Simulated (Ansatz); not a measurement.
`[CH3][Ga]1[CH2][S]1` → `[CH2]` (triplet) + `[CH2]1[S][GaH]1` at 298.15 K and 1 bar (formal loss of a carbene).

Calculated with Ansatz (gas phase, PBE0-D4/def2-TZVP geometries, no zero-point term in ΔE). CCSD(T)/CBS adds triple-zeta CCSD(T) − MP2 to the extrapolated MP2 energy (def2 sets, frozen cores). This one scheme is used for every species. Triplets are unrestricted, without spin–orbit coupling. For Ga outer-core shells are correlated without core-valence functions, which leaves a few kJ/mol of doubt a bond. Scalar relativity is left out up to krypton.

| species | CCSD(T)/CBS energy (Eh) | H − E (kJ/mol) | S (J/(mol·K)) |
| --- | --- | --- | --- |
| `[CH3][Ga]1[CH2][S]1` | -2400.82894 | 185.9 | 345.8 |
| `[CH2]` (triplet) | -39.09499 | 55.4 | 195.3 |
| `[CH2]1[S][GaH]1` | -2361.55142 | 103.4 | 288.5 |

H − E and S are ideal-gas, rigid-rotor, harmonic terms from PBE0-D4/def2-TZVP, with the whole ground term of open shells counted as degenerate. 1 Eh = 2625.50 kJ/mol, R = 8.31446 J/(mol·K).

By hand: ΔE, ΔH, ΔS and ΔG.

ΔE = (-39.09499) + (-2361.55142) − (-2400.82894) = 0.18253 Eh = 479.2 kJ/mol. Δ(H − E) = 55.4 + 103.4 − 185.9 = -27.1, so ΔH = 452.1 kJ/mol. ΔS = 195.3 + 288.5 − 345.8 = 138.0 J/(mol·K). ΔG = 452.1 − 298.15 × (138.0)/1000 = 411.0 kJ/mol.

By hand: the equilibrium constant, and the temperature at which ΔG would vanish if ΔH and ΔS stayed fixed.

log₁₀ K = −ΔG/(RT ln 10) = -72.0. ΔG = 0 at ΔH/ΔS = 3276 K, far beyond where these terms or the molecules hold.

The number of gas molecules changes by +1, which sets the sign of ΔS. A doubt of 5 kJ/mol in ΔE shifts log₁₀ K by 0.9 here. Modes under 60 cm⁻¹, often nearly free rotors, make the harmonic entropy too high. A triplet takes part, so the spin changes. These are equilibria of isolated gas molecules and say nothing of rates. Largest T1 diagnostic: 0.015 (customary marks: 0.02 for closed shells, 0.045 for open ones).
